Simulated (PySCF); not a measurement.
C4H10OSi, SMILES C1[SiH2][C@@H](CO)C1.

Coordinates come from a PBE-D3(BJ)/def2-SVP optimisation. The structure was generated by enumeration; whether it is a known compound was not checked. The values are those of a single conformer.

Computed with PySCF with PBE/def2-TZVP.

Isolated molecule, no solvent.

* **total energy**: -522.77566 hartree
* **highest occupied level**: -6.07 eV
* **lowest empty level**: -0.66 eV
* **orbital gap**: 5.41 eV
* **dipole moment**: 1.66 D
* **quadrupole, principal values (traceless, Buckingham form, about the centre of nuclear charge)**: -8.64, 2.62, 6.02 D·Å
* **mean static polarisability**: 81.4 bohr³ (12.06 Å³)
* **polarisability, principal values**: 69.4, 82.5, 92.1 bohr³
